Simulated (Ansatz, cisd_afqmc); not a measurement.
System: NaF, charge 1, doublet. NaF+ (parent SMILES [F][Na], doublet).
B3LYP-D3(BJ)/def2-TZVP minimum from Ansatz (a program for electronic structure):
```xyz
2

Na     0.0000     0.0000    -1.1237
F      0.0000     0.0000     1.3734
```
Charge +1, spin multiplicity 2.

Total energies in def2-SVP, 7 correlated electrons, 6 frozen orbitals. Radicals and triplets start from unrestricted determinants; spin-orbit coupling is neglected. Correlated methods leave the cores frozen. No relativity. AFQMC/CISD: phaseless, guided by CISD from CCSD amplitudes; bars are statistical, one sigma. Outlying blocks are dropped, and bars are widened where a walk drifts. Over all cases where full CI ran beside it in this data, AFQMC minus full CI had a median of +0.1 mEh and passed +0.4 mEh in a tenth of the cases. Full CI freezes restricted core orbitals and the other rows unrestricted ones, which leaves a small offset even where coupled cluster is exact. The spin of FNa+ (parent SMILES [F][Na], doublet) was assumed, and the state is the lowest solution found for it.

| method | program | energy (Eh) | error against FCI (mEh) |
|---|---|---|---|
| HF | Ansatz | -260.90443 | 152.74 |
| MP2 | Ansatz | -261.04444 | 12.73 |
| CCSD | Ansatz | -261.05586 | 1.31 |
| CCSD(T) | Ansatz | -261.05693 | 0.24 |
| CCSDT(Q) | Ansatz | -261.05715 | 0.02 |
| CCSDTQ | Ansatz | -261.05715 | 0.02 |
| AFQMC/CISD | cisd_afqmc | -261.0572 ± 0.0001 | 0.0 ± 0.1 |
| FCI | Ansatz | -261.05717 | 0.00 |

Rough core times of Ansatz's runs on a shared machine: CCSD(T) under 20 s, CCSDT(Q) under 20 s, CCSDTQ 3 min, FCI 50 s.
